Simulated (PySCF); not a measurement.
**Stretching SnN**

Set-up: basis Sn cc-pVTZ-PP with ECP28, N cc-pVTZ; scalar-relativistic core potentials; PySCF 2.14. Energies in eV from Sn + N in their ground configurations at the same level. State: ²Π (doublet), unpaired electrons π ↑.

All columns are PBE0. A positive dipole means Sn(−)N(+).

```csv
R (Å),E (eV),μ (D),Mulliken charge on Sn (basis-dependent),HOMO (eV),LUMO (eV),Mayer bond order,⟨S²⟩
1.691,-1.266,-2.60,0.32,-6.51,-4.47,2.28,0.76
1.769,-2.013,-2.88,0.34,-6.56,-4.27,2.24,0.77
1.848,-2.404,-3.11,0.36,-6.57,-4.10,2.19,0.78
1.907,-2.530,-3.25,0.38,-6.40,-4.00,2.13,0.81
1.966,-2.556,-3.31,0.39,-6.16,-3.92,2.05,0.88
2.025,-2.513,-3.30,0.39,-5.96,-3.87,1.92,0.99
2.104,-2.392,-3.22,0.38,-5.77,-3.80,1.73,1.14
2.202,-2.184,-3.13,0.37,-5.61,-3.74,1.51,1.32
2.320,-1.899,-3.09,0.36,-5.51,-3.68,1.30,1.48
2.477,-1.511,-3.09,0.34,-5.45,-3.63,1.10,1.65
```

A fit through these points gives, at Re = 1.955 Å, μ = -3.30 D and dμ/dR = -0.571 D/Å; the reduced mass is 12.54 u.

Question: How strong is the fundamental in the double-harmonic approximation, I = 42.26·(dμ/dR)²/μred km/mol?

Answer: I = 42.26·(-0.571)²/12.54 = 1.10 km/mol at PBE0.

⟨S²⟩ of the unrestricted solution departs from its pure value on part of the curve, where spin states mix. Spin–orbit coupling is left out, which matters for elements this heavy, above all for dissociation energies. The state is the lowest determinant that a PBE0 search found; another state may lie lower at other levels.
